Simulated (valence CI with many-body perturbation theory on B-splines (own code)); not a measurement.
Results of a calculation; reference values are marked as such.
Lu31+: what each term of the Hamiltonian does

Method: relativistic CI+MBPT: four valence electrons over a frozen Dirac-Fock core [Kr], radial functions for each j: 9 s, 9 p, 10 d, 8 f, 5 g, 3 h, 1 i, with the one-electron correlation potential Σ1, the two-electron term Σ2, the three-electron term Σ3, Breit, model QED; selected CI, second order for the rest (own B-spline code, finite nucleus).

No measured spectrum was set against this ion. As an estimate, large intervals hold to a few tenths of a per cent, small ones and those within an open d or f shell to about a per cent. Only levels of the ground parity were solved; by the run's estimate the other parity begins above the list, which can be wrong where configurations are misplaced.

Each rung adds one term. CI alone is the Dirac-Coulomb CI over the frozen core; QED comes last and gives the full result, which names the levels. Energies are above (4d3/2^4) J=0 on the same rung, in cm⁻¹.

Levels are named by their leading jj configuration (3d3/2^4 stands for four electrons in 3d with j = 3/2), which in mixed levels can hold well under half, so a name can repeat and another be missing. Letters in brackets count levels of one name in rising energy.

```csv
Level,CI alone
(4d3/2^3 4d5/2) J=1,88863
(4d3/2^3 4d5/2) J=2,127015
(4d3/2^3 4d5/2) J=4,130278
(4d3/2^3 4d5/2) J=3,140097
(4d3/2^2 4d5/2^2) J=0 [a],205722
(4d3/2^2 4d5/2^2) J=2 [a],214581
(4d3/2^2 4d5/2^2) J=4 [a],217162
(4d3/2^2 4d5/2^2) J=3 [a],222139
(4d3/2^2 4d5/2^2) J=5,238889
(4d3/2^2 4d5/2^2) J=1,243642
(4d3/2^2 4d5/2^2) J=6,250616
(4d3/2^2 4d5/2^2) J=3 [b],261239
(4d3/2^2 4d5/2^2) J=4 [b],262084
(4d3/2^2 4d5/2^2) J=2 [b],263522
(4d3/2^2 4d5/2^2) J=2 [c],296258
(4d3/2^2 4d5/2^2) J=4 [c],308601
```

Question: What do these energies become with core correlation, Breit and QED?

Answer: (4d3/2^3 4d5/2) J=1 88231 (-632); (4d3/2^3 4d5/2) J=2 124239 (-2777); (4d3/2^3 4d5/2) J=4 125249 (-5029); (4d3/2^3 4d5/2) J=3 135774 (-4323); (4d3/2^2 4d5/2^2) J=0 [a] 203856 (-1866); (4d3/2^2 4d5/2^2) J=2 [a] 210976 (-3605); (4d3/2^2 4d5/2^2) J=4 [a] 212366 (-4796); (4d3/2^2 4d5/2^2) J=3 [a] 216927 (-5211); (4d3/2^2 4d5/2^2) J=5 231004 (-7886); (4d3/2^2 4d5/2^2) J=1 239278 (-4363); (4d3/2^2 4d5/2^2) J=6 241158 (-9458); (4d3/2^2 4d5/2^2) J=3 [b] 253366 (-7873); (4d3/2^2 4d5/2^2) J=4 [b] 253450 (-8634); (4d3/2^2 4d5/2^2) J=2 [b] 256717 (-6805); (4d3/2^2 4d5/2^2) J=2 [c] 291948 (-4310); (4d3/2^2 4d5/2^2) J=4 [c] 300527 (-8073).

Question: How does the ionisation energy move along the ladder, and which term matters most?

Answer: CI alone 1239.7, + Σ1 1242.3, + Σ2 1244.6, + Σ3 1244.7, + Breit 1243.9, + QED 1244.0 eV. The largest step is Σ1, 2.7 eV. NIST lists 1242 ± 4 eV (theoretical).
